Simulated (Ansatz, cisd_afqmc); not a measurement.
Species: As₂, charge 0, singlet. As2 (SMILES [As]#[As]).
B3LYP-D3(BJ)/def2-TZVP minimum from Ansatz (a first-principles code):
```xyz
2

As     0.0000     0.0000    -1.0521
As     0.0000     0.0000     1.0521
```
Charge 0, spin multiplicity 1.

Total energies in cc-pVTZ, 10 correlated electrons, 28 frozen orbitals. Open shells are spin-unrestricted; no spin-orbit coupling. Cores are frozen in correlated methods (noble-gas shells, and filled d and f shells in the p block). No relativity. AFQMC is phaseless with a CISD trial state; ± is one standard error, without the phaseless bias. Outlying blocks are dropped, and bars are widened where a walk drifts. Over all cases where full CI ran beside it in this data, AFQMC minus full CI had a median of +0.1 mEh and passed +0.4 mEh in a tenth of the cases. The restricted determinant of As2 ([As]#[As], singlet) is unstable towards broken spin symmetry in at least one set run.

```tsv
method	program	energy (Eh)	minus CCSDT(Q) (mEh)
HF	Ansatz	-4468.49239	289.09
MP2	Ansatz	-4468.74771	33.77
CCSD	Ansatz	-4468.75954	21.93
CCSD(T)	Ansatz	-4468.77866	2.81
CCSDT(Q)	Ansatz	-4468.78147	0.00
AFQMC/CISD	cisd_afqmc	-4468.7796 ± 0.0004	1.9 ± 0.4
```

Rough core times of Ansatz's runs on a shared machine: CCSD(T) under 20 s, CCSDT(Q) 40 s.
